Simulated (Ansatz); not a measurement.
A nudged elastic band was laid between two geometries of C₂H₁₂N₂Si₂ (18 atoms, charge 0, multiplicity 1).

These are results of Ansatz, RKS PBE/STO-3G, not measurements.

| Property | Result |
| --- | --- |
| movable images | 7 |
| climbing image | yes |
| spring | 5.0 eV/Å² |
| optimiser | quadratic models (default) |
| start path | through a guess of the saddle point |
| force threshold | 0.05 eV/Å |
| iteration limit | 60 |
| end points | relaxed |

Image 0:

```xyz
18
Properties=species:S:1:pos:R:3
C 2.290 -0.758 1.982
N 1.048 -0.148 1.381
Si 0.089 -1.331 0.411
N -1.422 -0.636 -0.105
Si -1.691 0.278 -1.575
C -1.112 2.078 -1.500
H 2.815 0.000 2.603
H 1.993 -1.595 2.648
H 3.035 -1.160 1.250
H 1.395 0.628 0.743
H 0.767 -1.784 -0.807
H -0.127 -2.452 1.319
H -2.061 -0.379 0.680
H -3.121 0.281 -1.866
H -0.959 -0.394 -2.641
H -1.314 2.587 -2.458
H -1.633 2.641 -0.708
H -0.029 2.153 -1.305
```

Image 8:

```xyz
18
Properties=species:S:1:pos:R:3
C 2.335 -0.769 1.921
N 1.088 -0.156 1.337
Si 0.095 -1.334 0.399
N -1.428 -0.632 -0.069
Si -1.735 0.291 -1.526
C -1.138 2.085 -1.461
H 2.876 -0.010 2.527
H 2.045 -1.600 2.598
H 3.065 -1.181 1.179
H 1.427 0.615 0.688
H 0.732 -1.791 -0.840
H -0.097 -2.453 1.314
H -2.042 -0.375 0.736
H -3.173 0.307 -1.772
H -1.045 -0.385 -2.617
H -0.050 2.149 -1.296
H -1.362 2.599 -2.411
H -1.632 2.651 -0.653
```

Question: What changes between the two ends?

Answer: No bond is made or broken. The dihedral N4–Si5–C6–H18 goes from 60 to -61°. The two ends are copies of one structure, up to a mirror image or an exchange of like atoms.

Question: What energy profile does the band end with?

Answer: The forces met the threshold. The highest image is number 4 of 0 to 8, 0.044 eV above the ends, which have the same energy within 2 meV. A vibrational analysis at the climbing image gives one clearly imaginary mode, 133i cm⁻¹: a first-order saddle point. Limits of this set-up: minimal basis.

```
image  path coordinate (Å)  energy (eV)  dihedral N4–Si5–C6–H18 (°)
    0                 0.00        0.000                          60
    1                 0.50        0.004                          51
    2                 1.00        0.018                          35
    3                 1.50        0.036                          17
    4                 2.00        0.044                           0
    5                 2.50        0.036                         -17
    6                 3.00        0.018                         -34
    7                 3.49        0.003                         -50
    8                 3.99        0.000                         -61
```

Question: What is the geometry of the highest image?

Answer: 
```xyz
18
Properties=species:S:1:pos:R:3:forces:R:3
C 2.366 -0.766 1.897 0.00 0.00 0.00
N 1.141 -0.118 1.304 0.00 0.00 0.00
Si 0.038 -1.299 0.502 0.00 0.00 0.00
N -1.455 -0.537 0.033 0.00 0.00 0.00
Si -1.775 0.273 -1.488 0.00 0.00 0.00
C -1.093 2.042 -1.591 0.00 0.00 0.00
H 2.979 0.000 2.420 0.00 0.00 0.00
H 2.048 -1.517 2.650 0.00 0.00 0.00
H 3.039 -1.287 1.169 0.00 0.00 0.00
H 1.506 0.571 0.582 0.00 0.00 0.00
H 0.594 -1.893 -0.718 0.00 0.00 0.00
H -0.186 -2.327 1.512 0.00 0.00 0.00
H -2.018 -0.176 0.836 0.00 0.00 0.00
H -3.220 0.325 -1.687 0.00 0.00 0.00
H -1.157 -0.532 -2.534 0.00 0.00 0.00
H -0.371 2.148 -2.417 0.00 0.00 0.00
H -1.899 2.775 -1.758 0.00 0.00 0.00
H -0.575 2.329 -0.660 0.00 0.00 0.00
```

Question: What are the harmonic wavenumbers there?

Answer: 133i, 34, 44, 61, 161, 202, 232, 269, 328, 418, 559, 578, 627, 726, 769, 804, 881, 883, 920, 968, 988, 1015, 1038, 1054, 1059, 1112, 1151, 1166, 1384, 1475, 1507, 1556, 1633, 1661, 1664, 1665, 2531, 2578, 2599, 2622, 3154, 3249, 3306, 3374, 3414, 3422, 3487, 3647 cm⁻¹.

The run took 9.9 min on 1 thread of Intel(R) Xeon(R) Platinum 8488C (Sapphire Rapids), with other jobs on the host, peak memory 0.13 GiB.
